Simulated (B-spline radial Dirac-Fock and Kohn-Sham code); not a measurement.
# N 2p1/2: cross section and angular parameters

System: atomic nitrogen in the configuration [He] 2s2 2p3; threshold 10.61 eV (orbital energy of the model). These are calculated numbers from a radial B-spline solver; the model is Dirac-Hartree-Slater photoionisation with a Latter tail; cross sections with all multipoles, angular parameters from the dipole term and its interference with E2.

Input file task.json (cfg lists n, l and occupation; rrms is the nuclear radius in fm):

```json
{"items": [{
  "Z": 7,
  "q": 0,
  "cfg": [[1, 0, 2], [2, 0, 2], [2, 1, 3]],
  "A": 14,
  "rrms": 2.5582,
  "do": "xps",
  "hv": [61.9, 67.4, 79.2, 81.3, 100, 150, 383.0, 400, 546.0, 554.0, 578.0, 600, 800, 1260.0, 1500.0, 2000, 2020.0, 2250.0, 2500.0, 2810.0, 2984.4, 3030.0, 3480.0, 3940.0, 5490.0, 5740.0, 7300.0, 8047.8, 8360.0, 9760.0],
  "edges": {"K": 409.9}
}]}
```

Run with: `python xray2_run.py task.json out`

For linearly polarised light dσ/dΩ = σ/(4π) [1 + β P₂(cos θ) + (δ + γ cos²θ) sin θ cos φ], with θ from the polarisation vector and φ the angle between the beam and the projection of the electron momentum on the plane normal to the polarisation.

```tsv
hν (eV)	σ (kb)	β	γ	δ
61.9	568	1.502	0.064	0.007
67.4	464	1.508	0.072	0.008
79.2	310	1.510	0.089	0.008
81.3	289	1.509	0.092	0.008
100	167	1.492	0.118	0.010
150	53.6	1.399	0.172	0.013
383	2.99	0.989	0.278	0.033
400	2.60	0.968	0.283	0.035
546	?	?	?	?
554	0.889	0.809	0.322	0.048
578	0.771	0.789	0.327	0.050
600	0.679	0.771	0.331	0.052
800	0.253	0.645	0.359	0.067
1260	0.0507	0.482	0.414	0.098
1500	0.0269	0.429	0.443	0.112
2000	0.00916	0.340	0.498	0.139
2020	0.00882	0.337	0.500	0.140
2250	0.00583	0.304	0.518	0.151
2500	0.00387	0.273	0.533	0.162
2810	0.00245	0.241	0.549	0.176
2984.4	0.00194	0.226	0.557	0.183
3030	0.00182	0.222	0.559	0.185
3480	0.00106	0.191	0.577	0.203
3940	0.000647	0.168	0.594	0.219
5490	0.000173	0.121	0.662	0.266
5740	0.000145	0.115	0.673	0.273
7300	5.48e-05	0.089	0.738	0.314
8047.8	3.69e-05	0.080	0.767	0.332
8360	3.16e-05	0.076	0.778	0.339
9760	1.68e-05	0.064	0.825	0.370
```

Problem. Give the values at 546 eV.

Solution. σ = 0.933 kb, β = 0.816, γ = 0.321, δ = 0.047.
